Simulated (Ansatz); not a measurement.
Ansatz (a first-principles code) input (MP2/6-311+G**): The .json file is the Basis Set Exchange's 6-311+G**.

Ansatz 0.2 input:
```yaml
crystal:
  periodic: [false, false, false]
  atoms:
    - {symbol: O, position_ang: [-1.26086241, -0.78307349, -0.05683635]}
    - {symbol: B, position_ang: [-0.17650904, -0.10962302, -0.00795656]}
    - {symbol: O, position_ang: [-0.11286221, 1.35319323, 0.00031994]}
    - {symbol: O, position_ang: [1.16142137, -0.70197318, 0.04694635]}
    - {symbol: H, position_ang: [0.74460991, 1.66252637, 0.30457658]}
    - {symbol: H, position_ang: [1.83636129, -0.05958372, -0.18823320]}
basis:
  gaussian:
    orbitals: 6-311+G__.json
total_charge: -1
magnetization: {spin_polarized: false}
correlation: {method: mp2, electrons: outside_noble_gas}
```

What final total energy does it give?

-251.37094 Eh.
